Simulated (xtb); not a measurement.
Sn(Br)(OH)3 (BrH3O3Sn), SMILES [OH][Sn]([OH])([OH])[Br]. All values are semi-empirical tight-binding results from xtb (GFN2-xTB unless named), good for trends rather than for accurate numbers. Coordinates come from a GFN2-xTB optimisation. The structure was generated by enumeration; whether it is a known compound was not checked. Other conformers were not sampled.

For metal compounds this method's bond lengths and energies can be far off.

```yaml
point_group_as_xtb_finds_it: C3
orbital_gap: 3.31 eV
zero_point_energy: 23.2 kcal/mol
G − E(el) at 298.15 K (modified RRHO): 1.1 kcal/mol
```
